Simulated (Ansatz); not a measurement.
`N[SiH]([SiH3])[SeH]`, charge 0, multiplicity 1.

Question: Give a relaxed structure at PBE0-D4/def2-TZVP (Ansatz 0.2.0). (Estimate.)

Answer: Computed: 
```xyz
11

N    -1.802    0.226   -0.332
Si   -0.116    0.521   -0.318
Si    0.862   -0.894    1.266
Se    0.650    0.042   -2.425
H    -2.291   -0.077    0.493
H    -2.410    0.668   -1.002
H     0.306    1.933   -0.079
H     2.310   -0.575    1.377
H     0.705   -2.312    0.843
H     0.238   -0.733    2.612
H     1.550    1.201   -2.436
```
This is one stationary point; other conformers may exist.
